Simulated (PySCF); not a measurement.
Compound: C₃H₇ClO₂S.
InChI=1S/C3H7ClO2S/c1-3(2)7(4,5)6/h3H,1-2H3

Torsions of this conformer, `[CH3:1][CH:2]([CH3:3])[S:4](=[O:5])(=[O:6])[Cl:7]`: C1–C2–S4–O5 177°.

The closed-shell ground state was solved at several levels (PySCF, density fitting, gas phase, non-relativistic). Geometry: PBE0-D3(BJ)/def2-SVP, one conformer, isolated molecule.

| level | basis functions | HOMO (eV) | LUMO (eV) | gap (eV) | dipole (D) |
| --- | --- | --- | --- | --- | --- |
| wB97X-D/def2-SVPD | 216 | -11.02 | -0.27 | 10.75 | 4.57 |
| PBE0/pcSseg-1 | 168 | -9.06 | -1.84 | 7.22 | 4.50 |

**Question.** What might KT2/pcSseg-2 (364 basis functions) give for the same quantities?

**Answer.** HOMO -7.68 eV, LUMO -2.80 eV, gap 4.88 eV, dipole 4.32 D.

**Question.** Over all these levels, which gives the widest orbital gap and which the narrowest?

**Answer.** wB97X-D/def2-SVPD (range-separated hybrid) has the widest, 10.75 eV, and KT2/pcSseg-2 (GGA) the narrowest, 4.88 eV. Functional and basis both differ between the two, so the spread mixes both effects.

**Question.** How far do the dipole and the HOMO energy spread over the levels?

**Answer.** The dipole runs from 4.32 to 4.57 D (mean 4.46 D) and the HOMO from -11.02 to -7.68 eV.
